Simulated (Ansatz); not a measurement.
The same path of F3GeH + H3P (9 atoms, charge 0, multiplicity 1) was run twice with different band settings. Lost on the way: Ge1–H2, P6–H9. Made: Ge1–P6, H2–H9.

All numbers below come from Ansatz, RKS PBE0-D4/def2-SVP.

Relaxed end points:

```xyz
9
Properties=species:S:1:pos:R:3
Ge 0.514 -0.103 -0.045
H 0.895 -0.363 1.400
F 1.883 0.016 -1.067
F -0.357 1.359 -0.242
F -0.462 -1.350 -0.705
P -3.451 -0.064 1.399
H -2.740 -0.782 0.391
H -2.984 -0.912 2.450
H -2.402 0.888 1.579
```

```xyz
9
Properties=species:S:1:pos:R:3
Ge -0.670 -0.194 -0.481
H 0.181 0.628 2.729
F 0.781 0.063 0.413
F -0.626 0.935 -1.776
F -0.465 -1.735 -1.223
P -2.539 0.034 0.817
H -3.314 -0.653 -0.170
H -2.208 -1.171 1.510
H -0.246 0.781 3.341
```

Common settings: movable images 5; climbing image yes; spring 5.0 eV/Å²; start path through a guess of the saddle point; force threshold 0.05 eV/Å; iteration limit 60; end points relaxed.

| run | optimiser | largest step |
| --- | --- | --- |
| 1 | quadratic models (default) | default |
| 2 | lbfgs | 0.5 Å |

Problem. What does each run give, and how far can it be trusted?

Solution. Run 1: converged after 27 iterations, highest image 2.848 eV above the first end. Neighbouring images differ by up to 2.8 eV, so the band resolves the path poorly. A vibrational analysis at the climbing image gives one clearly imaginary mode, 1487i cm⁻¹: a first-order saddle point.
Run 2: not converged after 60 iterations, highest image 3.042 eV above the first end. The band didn't meet its force threshold, so its energies are provisional: the largest band force was still 0.11 eV/Å, and over the last iterations the top stayed at 3.05 eV.
The orbitals stay closed-shell, which can raise the energy where a bond breaks towards radicals; this wasn't checked here.
